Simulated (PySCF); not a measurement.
This script is equivalent to a calculation on Ne(2+) (neon, charge +2).

```python
from pyscf import gto, scf, dft, mp, cc
import basis_set_exchange as bse
mol = gto.M(atom="Ne 0 0 0", charge=2, spin=2, symmetry="D2h",
            basis=gto.basis.parse(bse.get_basis("def2-QZVPPD", elements=["Ne"], fmt="nwchem")))
mf = dft.UKS(mol, xc="TPSSH")
mf.irrep_nelec = {'Ag': (2, 2), 'B1u': (1, 0), 'B2u': (1, 1), 'B3u': (1, 0)}
mf.kernel()
```

(1) What total energy does it give?

(2) Which occupied shell lies highest, and where?

(3) What is ⟨S²⟩, and what would a pure spin state give?

## Answers

(1) -126.681 hartree (calculated).

(2) 2p β, at -54.452 eV.

(3) 2.002, against 2.00.
